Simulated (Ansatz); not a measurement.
Program: Ansatz. Geometries: PBE0-D4/def2-TZVP. ΔE: electronic, gas phase. CCSD(T)/CBS is the MP2 limit (def2-TZVPP, def2-QZVPP) plus CCSD(T) − MP2 in def2-TZVPP, frozen cores. This one scheme is used for every species. Functionals use def2-TZVPP. B3LYP here is the variant with VWN-RPA as its local correlation; programs differ in this. For Ge outer-core shells are correlated without core-valence functions, which leaves a few kJ/mol of doubt a bond. Scalar relativity is left out up to krypton.

`[CH3][GeH]([F])[F]` → F₂ + `[CH3][GeH]`  (germylene formation by 1,1-elimination)

CCSD(T)/CBS gives +852.9 kJ/mol.

Q: Another level gave +821.4 kJ/mol. Which?
A. B3LYP-D4/def2-TZVPP
B. r2SCANh/def2-TZVPP
C. SCS-MP2/def2-TZVPP
D. MP2/def2-TZVPP

A: A. B3LYP-D4 821.4, r2SCANh 859.5, SCS-MP2/def2-TZVPP 870.5, MP2/def2-TZVPP 896.0 kJ/mol.

Largest T1 diagnostic among the species: 0.012.

From PBE to PBE0 (25 % exact exchange), in def2-TZVPP and without D4, ΔE moves by +38.5 kJ/mol. At CCSD(T), def2-SVP lies −28.1 kJ/mol from the extrapolated value and def2-TZVPP −3.9 kJ/mol. The D4 term adds +5.7 kJ/mol with B3LYP and +3.1 kJ/mol with PBE0; it sums over pairs of atoms, weighted by their polarisabilities, and B3LYP, whose exchange is more repulsive, gets the larger term.
